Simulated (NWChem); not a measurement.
TiIF3; SMILES [F][Ti]([F])([F])[I]

```xyz
5

Ti     0.0000     0.0000     1.1380
F     -1.5808     0.4202     1.7280
F      1.1543     1.1589     1.7280
F      0.4265    -1.5791     1.7280
I      0.0000     0.0000    -1.4377
```
Atoms are numbered in this order, from 1.

Level: PBE-D3(BJ)/def2-SVP with def2 effective core potentials on I (NWChem), optimised geometry, unscaled harmonic frequencies. def2 effective core potentials on I; no spin-orbit coupling.

```json
[
 {"frequency (cm⁻¹)": "130", "IR intensity (km/mol)": "1.0"},
 {"frequency (cm⁻¹)": "130", "IR intensity (km/mol)": "1.0"},
 {"frequency (cm⁻¹)": "159", "IR intensity (km/mol)": "0.4"},
 {"frequency (cm⁻¹)": "202", "IR intensity (km/mol)": "5.9"},
 {"frequency (cm⁻¹)": "202", "IR intensity (km/mol)": "5.9"},
 {"frequency (cm⁻¹)": "320", "IR intensity (km/mol)": "47.0"},
 {"frequency (cm⁻¹)": "742", "IR intensity (km/mol)": "158.6"},
 {"frequency (cm⁻¹)": "815", "IR intensity (km/mol)": "145.0"},
 {"frequency (cm⁻¹)": "815", "IR intensity (km/mol)": "145.0"}
]
```

The zero-point energy is 5.0 kcal/mol and the thermal correction to the enthalpy at 298.15 K (with zero-point energy) is 9.7 kcal/mol. The heat capacity Cv comes out as 19.0 cal/(mol K) and the entropy at 298.15 K and 1 atm (symmetry number 3) comes out as 83.8 cal/(mol K).

Rigid rotor and harmonic oscillator.
